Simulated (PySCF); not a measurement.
# Polarisability and C₆ of K⁻ (potassium, charge -1)

[Ar] 4s2, closed-shell 1S. Computed with PySCF 2.14 in dyall-av3z, with no relativity, point nucleus. Coupled (time-dependent) response in atomic units; α is the mean over directions.

```
method  mean α (bohr³)  C₆ (like pair)    S(−4)
   UHF            2521          111600  5834000
```

S(−4) is the Cauchy moment in α(ω) = α(0) + S(−4) ω² + …

α(iu) at UHF:

```csv
u (hartree),α(iu) (bohr³)
0,2521
0.0500,524.5
0.100,178.9
0.200,53.59
0.300,27.00
0.500,12.38
0.750,7.111
1.00,4.831
1.50,2.710
2.00,1.732
3.00,0.8782
5.00,0.3545
```

A single London oscillator, α(iu) = α/(1 + u²/ω²), gives C₆ = (3/4) ω α². Matching the computed C₆ needs ω = 4 × 111600 / (3 × 2521²) = 0.0234 hartree.

For an ion, C₆ is the dispersion term alone; charge-induced terms of lower order in 1/R come first.

The outer electron is barely bound at this level, so radii and moments hang on the diffuse functions.
